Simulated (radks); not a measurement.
Q: The table gives one normalised radial function P(r) = r R(r) of Kr in [Kr] (r in bohr). Method: scalar-relativistic Kohn-Sham, BLYP, spin-polarised, spherical densities, finite nucleus; Fermi nuclear charge, rms radius 4.1884 fm; computed with a radial shooting solver on a logarithmic mesh with Libxc functionals.

r,P
0.001592,0.0317
0.002375,0.0453
0.003572,0.0642
0.005329,0.0883
0.008013,0.1177
0.01195,0.1471
0.01798,0.1670
0.02682,0.1567
0.04033,0.0882
0.06016,-0.0505
0.09048,-0.2214
0.135,-0.2778
0.203,-0.0593
0.3028,0.3285
0.4517,0.4202
0.6793,-0.0940
1.013,-0.7423
1.524,-0.8694
2.274,-0.4956
3.419,-0.1411
5.1,-0.0182

Which n and l does it have? It may be an empty orbital.

A: n = 4, l = 0: the number of nodes gives n - l - 1 = 3, the rise at small r (about r^(l+1)) gives l, and the extent must fit the shell. The curve is that of 4s. 4s: eigenvalue -22.936 eV, 3 radial nodes at r = 0.0531, 0.216, 0.643 bohr, <r> = 1.57 bohr, 90 % of the charge inside 2.34 bohr.
